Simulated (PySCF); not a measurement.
H4P, SMILES [PH4+], charge +1. Heavy atoms are numbered as in [PH4+:1]. Hydrogens are named by the atom that carries them.

The structure is a stationary point at TPSSh-D3(BJ)/def2-TZVPD. The isomer is the one that the SMILES or the coordinates give; other isomers of the formula were not compared.

Computed with PBE/def2-TZVPD (PySCF).

Mulliken values depend strongly on the basis, most of all with diffuse functions as here. ESP charges are fitted to the potential on shells at 1.4 to 2.0 van der Waals radii. Atomic charges (e), one atom of each kind:

```tsv
atom	Mulliken	IAO	ESP fit
P1 (PH4)	-0.02	___	0.13
H on P1	0.25	___	0.22
```

Problem. What belongs in the gaps? (An estimate is asked for; the answer gives what the named calculation found.)

Solution. 
- P1 (PH4), IAO: 0.60
- H on P1, IAO: 0.10
